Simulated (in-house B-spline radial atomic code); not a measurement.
Radial electron density of Pm⁷⁺, [Kr] 4d10 4f4 5s2 5p2. Method: scalar-relativistic (X2C) TPSS, spin-polarised, spherical fractional occupations, Fermi nucleus of rms radius 4.962 fm. Calculated with an all-electron radial atomic-structure program (B-spline basis).

One-electron X2C: radii and densities carry no picture-change correction, so inner-shell <1/r> comes out high (for 1s by about 2 % at Z = 33, 5 % at 54, 10 % at 75, 30 % at 118) and <r> low.

Columns: r (bohr), 4πr²n(r) (electrons per bohr), bar.

```
0.000607    2.454 #
0.000746    3.354 #
0.000916     4.56 ##
 0.00112    6.138 ###
 0.00138    8.313 ###
  0.0017    11.18 #####
 0.00208    14.78 ######
 0.00256    19.51 ########
 0.00314    25.33 ##########
 0.00386    32.47 #############
 0.00474    40.83 #################
 0.00582    50.16 #####################
 0.00714    59.91 #########################
 0.00877    69.24 #############################
  0.0108    76.94 ################################
  0.0132    81.37 ##################################
  0.0162    81.94 ##################################
  0.0199    78.69 #################################
  0.0245    73.54 ##############################
  0.0301    70.47 #############################
  0.0369    73.47 ##############################
  0.0454    84.12 ###################################
  0.0557    98.02 ########################################
  0.0684    106.5 ############################################
   0.084    102.4 ##########################################
   0.103    88.78 #####################################
   0.127    78.97 #################################
   0.156    83.44 ##################################
   0.191    92.55 ######################################
   0.235     86.3 ####################################
   0.288    61.67 #########################
   0.354    39.59 ################
   0.435    37.01 ###############
   0.534    42.65 ##################
   0.655    38.55 ################
   0.805    25.45 ###########
   0.988    14.32 ######
    1.21    8.539 ####
    1.49    5.048 ##
    1.83    2.301 #
    2.25   0.6602 
    2.76   0.1106 
    3.39 0.009393 
    4.16 0.0003431 
    5.11 5.662e-06
```

On this grid the curve has 4 maxima, near 0.0162, 0.0684, 0.191, 0.534 bohr.

The 5p up radial function P(r) = rR(r), positive near the nucleus:

```
r (bohr)          P
0.000916   0.001078
 0.00138   0.002055
 0.00208   0.003978
 0.00314    0.00779
 0.00474    0.01525
 0.00714    0.02944
  0.0108    0.05566
  0.0162    0.09896
  0.0245     0.1632
  0.0369     0.2308
  0.0557     0.2457
   0.084      0.114
   0.127    -0.1796
   0.191    -0.3605
   0.288   -0.03914
   0.435     0.4987
   0.655     0.2641
   0.988    -0.6528
    1.49    -0.9663
    2.25    -0.4308
    3.39   -0.05699
    5.11  -0.001466
```
